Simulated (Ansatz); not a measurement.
Frontier orbitals of C$_{5}$H$_{13}$GaN$_{2}$ (`CC1=[N+](C)[GaH-]([CH3])[N]1C`).

| atom | x (Å) | y (Å) | z (Å) |
| --- | --- | --- | --- |
| C1 | 0.096 | 0.575 | 2.153 |
| C2 | 0.151 | 0.345 | 0.680 |
| N3 | 1.018 | -0.472 | 0.105 |
| C4 | 2.016 | -1.203 | 0.827 |
| Ga5 | 0.292 | -0.039 | -1.726 |
| C6 | -0.777 | -1.493 | -2.520 |
| N7 | -0.640 | 0.917 | -0.211 |
| C8 | -1.684 | 1.847 | 0.104 |
| H9 | -0.090 | -0.368 | 2.673 |
| H10 | -0.684 | 1.284 | 2.424 |
| H11 | 1.057 | 0.954 | 2.507 |
| H12 | 2.556 | -1.850 | 0.135 |
| H13 | 1.589 | -1.846 | 1.607 |
| H14 | 2.758 | -0.549 | 1.305 |
| H15 | 1.243 | 0.913 | -2.542 |
| H16 | -1.469 | -1.104 | -3.270 |
| H17 | -1.356 | -2.011 | -1.753 |
| H18 | -0.134 | -2.224 | -3.017 |
| H19 | -2.180 | 2.147 | -0.819 |
| H20 | -1.309 | 2.762 | 0.580 |
| H21 | -2.453 | 1.417 | 0.758 |

Charge 0, multiplicity 1. Correlated methods include outer-core shells of Ga, which these sets cover unevenly. Scalar relativity is left out up to krypton. The geometry is a stationary point of PBE0-D4/def2-TZVP. Basis def2-TZVPP, the Gaussian-basis code of Ansatz.

| functional | HOMO (eV) | LUMO (eV) | gap (eV) |
| --- | --- | --- | --- |
| LDA (SPW92) | -4.98 | -0.77 | 4.21 |
| PBE | -4.84 | -0.57 | 4.27 |
| r2SCAN | -5.04 | -0.36 | 4.68 |
| PBE0 | -6.02 | 0.39 | 6.41 |
| HSE06 (plane-wave form) | -5.63 | 0.01 | 5.64 |
| LC-ωPBE | -8.64 | 2.65 | 11.29 |
| ωB97M-V | -8.25 | 2.17 | 10.42 |

A quarter of exact exchange (PBE0) shifts PBE's HOMO by −1.18 eV and its LUMO by +0.96 eV; full exchange at long range (ωB97M-V) shifts them by −3.40 and +2.74 eV. The gap opens from 4.27 to 10.42 eV, since occupied levels lose self-interaction and empty ones feel all the electrons. A positive LUMO is unbound and depends on the basis.

LC-ωPBE has ω = 0.4 bohr⁻¹.
